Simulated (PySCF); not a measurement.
**Trend along the alkali metals: MS molecules**

PBE0 with triple-zeta basis sets in PySCF, for the lowest determinant that a PBE0 search found; no spin–orbit coupling. De refers to high-spin ground-configuration atoms. A positive dipole means M(−)S(+).

```
 M         basis  state (unpaired electrons)  Re (Å)  ωe (cm⁻¹)  De (eV)   μ (D)
Li  x2c-TZVPPall               doublet (π ↑)   2.144        589     3.08   -6.88
Na    def2-TZVPP               doublet (π ↑)   2.484        332     2.53   -8.29
 K  x2c-TZVPPall               doublet (π ↑)   2.828        254     2.59  -10.01
Rb  x2c-TZVPPall               doublet (π ↑)   2.927        217     2.67  -10.17
```

The shortest bond is that of LiS (2.144 Å), the longest that of RbS (2.927 Å).

The rows differ in basis set, which adds steps of its own.

Relativity is treated differently too: Li spin-free X2C; Na no relativity; K spin-free X2C; Rb spin-free X2C.

Down a group bonds as a rule get longer and wavenumbers fall, partly through the reduced mass; this series shows no clear exception.

Spin–orbit coupling is left out. States were picked by a PBE0 search and need not be the measured ground states.
